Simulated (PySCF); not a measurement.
**Al: excitation energy**

Al [Ne] 3s2 3p1 (2P) → Al [Ne] 3s1 3p1 4s1 (4P), as a difference of total energies. All numbers are calculated (PySCF 2.14, the spin-free X2C one-electron Hamiltonian (Gaussian nucleus), in x2c-QZVPPall with one added diffuse shell each of s, p, d, f type (10s7p5d3f1g, 86 functions)). Correlated levels: valence: [Ne] frozen; valence and next inner shell: 1s2 frozen. The calculations carry no spin-orbit coupling.

| method | excitation energy (eV) |
| --- | --- |
| UHF | 6.399 |
| LDA | 7.592 |
| PBE | 7.492 |
| PBE0 | 7.439 |
| r2SCAN | 7.322 |
| wB97X-V | 7.663 |
| HSE06 | 7.426 |
| CAM-B3LYP | 7.809 |
| BHandHLYP | 7.676 |
| MP2 (valence) | 7.267 |
| SCS-MP2 (valence) | 7.530 |
| MP2 (valence and next inner shell) | 7.417 |
| SCS-MP2 (valence and next inner shell) | 7.645 |

Problem. How much does correlation contribute at MP2 (valence and next inner shell)?

Solution. 7.417 − (6.399) = 1.018 eV, measured against UHF.

The upper state lies above the first ionisation limit, but in LS coupling its spin forbids autoionisation to the ground ion. A Rydberg-like electron needs more diffuse functions than a valence basis has.

The promoted electron is Rydberg-like, and one or two diffuse shells describe it only roughly, which tends to raise the upper state.
